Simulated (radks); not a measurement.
Species: Sb. Configuration: [Kr] 4d8 5s2 5p5 (not the ground configuration).

Method: non-relativistic Kohn-Sham, r2SCAN, spin-unpolarised, spherical densities, point nucleus; meta-GGA in the generalised Kohn-Sham scheme; relativity is left out, which matters for an element this heavy; computed with a radial shooting solver on a logarithmic mesh with Libxc functionals.

Energy parts (eV):
| part | energy |
|---|---|
| total | -171792.855 |
| kinetic | 171727.841 |
| electron-nucleus | -407523.042 |
| Hartree | 68500.964 |
| exchange-correlation | -4498.618 |

Orbitals (lengths in bohr, moments of r in powers of bohr):
orbital  occ.  eigenvalue (eV)      <r>
1s          2        -29240.30  0.02983
2s          2        -4376.839   0.1286
2p          6        -4098.567   0.1097
3s          2        -875.4579   0.3430
3p          6        -759.5492   0.3341
3d         10        -545.4723   0.3054
4s          2        -156.0933   0.8122
4p          6        -116.0345   0.8515
4d          8         -48.4683   0.9755
5s          2         -15.8625    2.149
5p          5          -7.2555    2.566

The highest occupied level is 5p at -7.255 eV. Virial ratio -V/T = 2.00038. The electron density at the nucleus is 9.346e+04 e/bohr^3. The density falls to 0.001 e/bohr^3 at r = 4.62 bohr. Summed over all electrons, <r^2> = 65.86 bohr^2, which gives a Langevin (diamagnetic) susceptibility term of -52.2 x 10^-6 cm^3/mol.
